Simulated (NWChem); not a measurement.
The numbers come from NWChem runs, not from measurements. System: H2BCl, charge 0, spin multiplicity 1, at a geometry optimised with PBE0/def2-SVP. The structure started from a generated list of species. Level: TD-PBE/aug-cc-pVDZ.

NWChem printed:

```
             Northwest Computational Chemistry Package (NWChem) 7.3.0
             --------------------------------------------------------

                                NWChem Input Module
                                -------------------

 Scaling coordinates for geometry "geometry" by  1.889725989
 (inverse scale =  0.529177249)

 Turning off AUTOSYM since
 SYMMETRY directive was detected!

                             Geometry "geometry" -> ""
                             -------------------------

 Output coordinates in angstroms (scale by  1.889725989 to convert to a.u.)

  No.       Tag          Charge          X              Y              Z
 ---- ---------------- ---------- -------------- -------------- --------------
    1 B                    5.0000     0.00000000     0.00000000     1.18390100
    2 H                    1.0000    -1.06013000     0.00000000     1.75248000
    3 H                    1.0000     1.06013000     0.00000000     1.75248000
    4 Cl                  17.0000     0.00000000     0.00000000    -0.55438000

 Effective nuclear repulsion energy (a.u.)      37.6114870690

            Nuclear Dipole moment (a.u.)
            ----------------------------
        X                 Y               Z
 ---------------- ---------------- ----------------
     0.0000000000     0.0000000000     0.0000094486

      Symmetry information
      --------------------

 Group name             C2v
 Group number             16
 Group order               4
 No. of unique centers     3

      Symmetry unique atoms

     1    2    4


 Summary of "ao basis" -> "" (spherical)
 ------------------------------------------------------------------------------
       Tag                 Description            Shells   Functions and Types
 ---------------- ------------------------------  ------  ---------------------
 *                        aug-cc-pvdz                 on all atoms

  pbe96 is a nonlocal functional; adding pw91lda local functional.

                                 NWChem DFT Module
                                 -----------------

 Summary of "ao basis" -> "ao basis" (spherical)
 ------------------------------------------------------------------------------
       Tag                 Description            Shells   Functions and Types
 ---------------- ------------------------------  ------  ---------------------
 B                        aug-cc-pvdz                9       23   4s3p2d
 H                        aug-cc-pvdz                5        9   3s2p
 Cl                       aug-cc-pvdz               11       27   5s4p2d

 Summary of "ao basis" -> "ao basis" (spherical)
 ------------------------------------------------------------------------------
       Tag                 Description            Shells   Functions and Types
 ---------------- ------------------------------  ------  ---------------------
 B                        aug-cc-pvdz                9       23   4s3p2d
 H                        aug-cc-pvdz                5        9   3s2p
 Cl                       aug-cc-pvdz               11       27   5s4p2d

      Symmetry analysis of basis
      --------------------------

        a1         31
        a2          6
        b1         18
        b2         13

            General Information
            -------------------
          SCF calculation type: DFT
          Wavefunction type:  closed shell.
          No. of atoms     :     4
          No. of electrons :    24
           Alpha electrons :    12
            Beta electrons :    12
          Charge           :     0
          Spin multiplicity:     1
          Use of symmetry is: off; symmetry adaption is: on
          Maximum number of iterations: 100
          AO basis - number of functions:    68
                     number of shells:    30
          Convergence on energy requested:  1.00D-06
          Convergence on density requested:  1.00D-05
          Convergence on gradient requested:  5.00D-04

              XC Information
              --------------
          PerdewBurkeErnzerhof Exchange Functional  1.000
            Perdew 1991 LDA Correlation Functional  1.000 local
           PerdewBurkeErnz. Correlation Functional  1.000 non-local
[...]
        Davidson threshold :  0.10D-03

            Memory Information
            ------------------
          Available GA space size is         144174576 doubles
          Available MA space size is          50654780 doubles
          Length of a trial vector is          672
          Algorithm : Incore multiple tensor contraction
          Estimated peak GA usage is          13650176 doubles
          Estimated peak MA usage is             18000 doubles

    5 smallest eigenvalue differences (eV)
--------------------------------------------------------
  No. Spin  Occ  Vir  Irrep   E(Occ)    E(Vir)   E(Diff)
--------------------------------------------------------
    1    1   12   13 a2       -0.268    -0.106     4.391
    2    1   11   13 a1       -0.327    -0.106     6.012
    3    1   10   13 b2       -0.362    -0.106     6.953
    4    1    9   13 a2       -0.362    -0.106     6.964
    5    1   12   14 b1       -0.268    -0.003     7.203
--------------------------------------------------------

  Entering Davidson iterations
  Restricted singlet excited states

  Iter   NTrls   NConv    DeltaV     DeltaE      Time
  ----  ------  ------  ---------  ---------  ---------
    1      5       0     0.30E+00   0.10+100        3.8
    2     10       0     0.14E+00   0.20E-01        3.8
    3     20       0     0.35E-01   0.66E-02        4.5
    4     30       0     0.14E-01   0.60E-03        4.7
    5     40       1     0.47E-02   0.12E-03        4.9
    6     48       1     0.22E-02   0.12E-04        4.2
    7     56       2     0.93E-03   0.22E-05        4.6
    8     62       2     0.36E-03   0.30E-06        4.1
    9     68       4     0.17E-03   0.38E-07        4.0
   10     70       5     0.96E-04   0.56E-08        3.6
  ----  ------  ------  ---------  ---------  ---------
  Convergence criterion met

  Ground state a1       -486.031996231878 a.u.

  ----------------------------------------------------------------------------
  Root   1 singlet a2             0.166153265 a.u.                4.5213 eV
  ----------------------------------------------------------------------------
     Transition Moments    X  0.00000   Y  0.00000   Z -0.00000
     Transition Moments   XX -0.00000  XY  0.90178  XZ -0.00000
     Transition Moments   YY  0.00000  YZ -0.00000  ZZ  0.00000
     Dipole Oscillator Strength                    0.0000000000
     Electric Quadrupole                           0.0000000199
     Magnetic Dipole                               0.0000017393
     Total Oscillator Strength                     0.0000017592

          sigma_e =   1.5846 Angstrom
          sigma_h =   1.5796 Angstrom
         |d_h->e| =   0.8125 Angstrom
            d_exc =   2.3838 Angstrom
            d_CD1 =   0.8176 Angstrom
            d_CD2 =  -0.7696 Angstrom
            d_CD3 =   3.1963 Angstrom
     Pearson C.C. =  -0.0032

     Occ.   12  b1  ---  Virt.   13  b2   0.99968 X
  ----------------------------------------------------------------------------
  Root   2 singlet a1             0.254563798 a.u.                6.9270 eV
  ----------------------------------------------------------------------------
     Transition Moments    X  0.00000   Y -0.00000   Z  0.82848
     Transition Moments   XX  0.18820  XY -0.00000  XZ -0.00000
     Transition Moments   YY  0.34839  YZ  0.00000  ZZ  0.61220
     Dipole Oscillator Strength                    0.1164845277
     Electric Quadrupole                           0.0000000040
     Magnetic Dipole                               0.0000000000
     Total Oscillator Strength                     0.1164845318

          sigma_e =   1.7369 Angstrom
          sigma_h =   1.2045 Angstrom
         |d_h->e| =   1.3311 Angstrom
            d_exc =   2.4990 Angstrom
            d_CD1 =   1.8636 Angstrom
            d_CD2 =  -0.1396 Angstrom
            d_CD3 =   3.8301 Angstrom
     Pearson C.C. =  -0.0013

     Occ.   10  a1  ---  Virt.   15  a1   0.06319 X
     Occ.   10  a1  ---  Virt.   20  a1  -0.05849 X
     Occ.   10  a1  ---  Virt.   21  a1   0.09190 X
     Occ.   11  b2  ---  Virt.   13  b2  -0.97724 X
     Occ.   11  b2  ---  Virt.   13  b2   0.06915 Y
     Occ.   11  b2  ---  Virt.   22  b2   0.05918 X
     Occ.   12  b1  ---  Virt.   16  b1   0.07817 X
     Occ.   12  b1  ---  Virt.   27  b1  -0.09231 X
  ----------------------------------------------------------------------------
  Root   3 singlet a2             0.261825748 a.u.                7.1246 eV
  ----------------------------------------------------------------------------
     Transition Moments    X -0.00000   Y -0.00000   Z -0.00000
     Transition Moments   XX -0.00000  XY  0.82316  XZ -0.00000
     Transition Moments   YY -0.00000  YZ -0.00000  ZZ -0.00000
     Dipole Oscillator Strength                    0.0000000000
     Electric Quadrupole                           0.0000000648
     Magnetic Dipole                               0.0000015401
     Total Oscillator Strength                     0.0000016049

          sigma_e =   1.5871 Angstrom
          sigma_h =   1.4683 Angstrom
         |d_h->e| =   0.2037 Angstrom
            d_exc =   2.1885 Angstrom
            d_CD1 =   0.3225 Angstrom
            d_CD2 =  -1.3240 Angstrom
            d_CD3 =   2.3922 Angstrom
     Pearson C.C. =  -0.0157

     Occ.    9  b1  ---  Virt.   13  b2  -0.99921 X
  ----------------------------------------------------------------------------
  Root   4 singlet b1             0.264361974 a.u.                7.1937 eV
  ----------------------------------------------------------------------------
     Transition Moments    X  0.11067   Y  0.00000   Z -0.00000
     Transition Moments   XX  0.00000  XY -0.00000  XZ -1.91007
     Transition Moments   YY  0.00000  YZ  0.00000  ZZ -0.00000
     Dipole Oscillator Strength                    0.0021587247
     Electric Quadrupole                           0.0000003589
     Magnetic Dipole                               0.0000015655
     Total Oscillator Strength                     0.0021606492

          sigma_e =   3.5121 Angstrom
          sigma_h =   1.5962 Angstrom
         |d_h->e| =   0.3621 Angstrom
            d_exc =   3.8756 Angstrom
            d_CD1 =   2.2780 Angstrom
            d_CD2 =  -2.1920 Angstrom
            d_CD3 =   4.2378 Angstrom
     Pearson C.C. =  -0.0006

     Occ.   12  b1  ---  Virt.   14  a1   0.99912 X
  ----------------------------------------------------------------------------
  Root   5 singlet b2             0.265503718 a.u.                7.2247 eV
  ----------------------------------------------------------------------------
     Transition Moments    X -0.00000   Y  0.19408   Z  0.00000
     Transition Moments   XX -0.00000  XY  0.00000  XZ  0.00000
     Transition Moments   YY -0.00000  YZ  1.81550  ZZ -0.00000
     Dipole Oscillator Strength                    0.0066673033
     Electric Quadrupole                           0.0000003285
     Magnetic Dipole                               0.0000061049
     Total Oscillator Strength                     0.0066737368

          sigma_e =   1.5845 Angstrom
          sigma_h =   1.5634 Angstrom
         |d_h->e| =   0.5678 Angstrom
            d_exc =   2.3237 Angstrom
            d_CD1 =   0.5889 Angstrom
            d_CD2 =  -1.0061 Angstrom
            d_CD3 =   2.8915 Angstrom
     Pearson C.C. =  -0.0247

     Occ.    8  a1  ---  Virt.   13  b2   0.07280 X
     Occ.   10  a1  ---  Virt.   13  b2   0.99495 X

              Target root =      1
          Target symmetry = none
      Ground state energy =   -486.031996231878
        Excitation energy =      0.166153264825
     Excited state energy =   -485.865842967053

  stored tddft:energy   -485.86584296705286

 Task  times  cpu:       45.6s     wall:       45.6s

 Total times  cpu:       45.7s     wall:       45.7s
```

Problem. Write an NWChem input that would produce this output.

Solution. One answer among several that fit: 
```
start mol
memory heap 200 mb stack 900 mb global 1100 mb
geometry units angstroms nocenter noautoz
  B      0.000000     0.000000     1.183901
  H     -1.060130     0.000000     1.752480
  H      1.060130     0.000000     1.752480
  Cl     0.000000     0.000000    -0.554380
  symmetry group C2v
end
basis spherical
  * library aug-cc-pvdz
end
dft
  xc xpbe96 cpbe96
  semidirect memsize 60000000 filesize 0
  iterations 100
end
tddft
  rpa
  nroots 5
  notriplet
  thresh 1e-4
end
task tddft energy
```
